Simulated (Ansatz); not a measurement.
A nudged elastic band was laid between two geometries of C₂H₁₁AlOSi₂ (17 atoms, charge 0, multiplicity 1).

The calculation used RKS B3LYP/STO-3G (Ansatz 0.2.0).

```json
{
  "movable images": "5",
  "climbing image": "yes",
  "spring": "5.0 eV/Å²",
  "optimiser": "quadratic models (default)",
  "start path": "IDPP",
  "force threshold": "0.05 eV/Å",
  "iteration limit": "55",
  "end points": "relaxed"
}
```

Initial state:

```xyz
17
Properties=species:S:1:pos:R:3
C -2.015 -0.693 0.833
O -0.729 -1.289 1.175
Si 0.435 -1.028 -0.102
C 1.842 -2.189 0.381
Al 1.101 1.182 -0.399
Si -0.330 2.921 -0.895
H -2.463 -1.099 -0.104
H -1.985 0.417 0.721
H -2.720 -0.917 1.660
H -0.145 -1.569 -1.328
H 2.617 -2.217 -0.397
H 1.480 -3.215 0.522
H 2.327 -1.880 1.316
H 2.570 1.498 -0.288
H 0.008 3.565 -2.148
H -1.722 2.545 -1.013
H -0.290 3.968 0.105
```

Final state:

```xyz
17
Properties=species:S:1:pos:R:3
C -1.979 -0.481 1.042
O -0.687 -1.047 1.412
Si 0.406 -1.045 0.049
C 1.813 -2.151 0.647
Al 1.101 1.059 -0.660
Si -0.318 2.742 -1.350
H -1.932 0.592 0.737
H -2.638 -0.538 1.933
H -2.489 -1.029 0.217
H -0.256 -1.767 -1.035
H 2.542 -2.334 -0.153
H 1.437 -3.127 0.981
H 2.356 -1.704 1.489
H 2.581 1.336 -0.698
H -0.053 3.151 -2.714
H -1.724 2.402 -1.309
H -0.180 3.941 -0.549
```

(1) What changes between the two ends?

(2) Give the energies along the band, and the barrier.

(3) What is the geometry of the highest image?

(4) What are the harmonic wavenumbers there?

## Answers

(1) No bond is made or broken. The dihedral H7–C1–O2–Si3 goes from 59 to -63°. The two ends are copies of one structure, up to a mirror image or an exchange of like atoms.

(2) The run converged. The highest image is number 3 of 0 to 6, 9.7 kJ/mol above the ends, which have the same energy within 2 meV. A vibrational analysis at the climbing image gives one clearly imaginary mode, 212i cm⁻¹: a first-order saddle point. Limits of this set-up: minimal basis.

| image | path coordinate (Å) | energy (kJ/mol) | dihedral H7–C1–O2–Si3 (°) |
| --- | --- | --- | --- |
| 0 | 0.00 | 0.0 | 59 |
| 1 | 0.64 | 1.5 | 47 |
| 2 | 1.28 | 6.2 | 27 |
| 3 | 1.92 | 9.7 | -1 |
| 4 | 2.55 | 6.2 | -29 |
| 5 | 3.18 | 1.4 | -50 |
| 6 | 3.81 | 0.0 | -63 |

(3) 
```xyz
17
Properties=species:S:1:pos:R:3
C -1.988 -0.497 1.032
O -0.685 -1.076 1.371
Si 0.426 -1.048 0.027
C 1.838 -2.136 0.645
Al 1.101 1.072 -0.656
Si -0.343 2.739 -1.330
H -2.094 -0.105 -0.002
H -2.223 0.344 1.723
H -2.787 -1.260 1.169
H -0.199 -1.773 -1.076
H 2.584 -2.303 -0.144
H 1.471 -3.119 0.966
H 2.360 -1.684 1.498
H 2.577 1.371 -0.682
H -0.078 3.175 -2.686
H -1.742 2.370 -1.305
H -0.236 3.929 -0.510
```

(4) 212i, 7, 25, 67, 95, 114, 173, 183, 205, 383, 414, 439, 552, 563, 585, 729, 761, 784, 855, 900, 980, 1045, 1074, 1139, 1151, 1158, 1199, 1232, 1524, 1621, 1675, 1687, 1703, 1708, 2472, 2562, 2622, 2669, 2673, 3203, 3306, 3348, 3360, 3471, 3475 cm⁻¹.

The run took 2.8 min on 1 thread of Arm Neoverse V1, with other jobs on the host, peak memory 0.15 GiB.
